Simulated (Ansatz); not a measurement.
A run of Ansatz (development build ahead of 0.2.0) on quartet CoS at this shape:

```tsv
atom	x (Å)	y (Å)	z (Å)
Co	0.0000	0.0000	0.0000
S	0.0000	0.0000	4.7080
```

Its results:

| Property | Result |
| --- | --- |
| Converged | yes |
| Total energy | -1780.82747 hartree |
| Spin squared of the determinant | 3.750 |
| Stability test | minimum among restricted orbitals |

**Question.** Which input gives this output? Name the method, the orbitals and the basis set, and write the input.

**Answer.** ωB97X (restricted open-shell) in pcseg-2.

```yaml
crystal:
  periodic: [false, false, false]
  atoms:
    - { symbol: Co, position_ang: [0.0, 0.0, 0.0] }
    - { symbol: S, position_ang: [0.0, 0.0, 4.708] }
basis:
  gaussian: { orbitals: pcseg-2 }
magnetization:
  initial_magnetization: 3
hamiltonian:
  xc: { name: wB97X }
```

Caution: stretched shape with no unrestricted run beside it, a lower state can exist; charge can spread falsely over distant fragments.
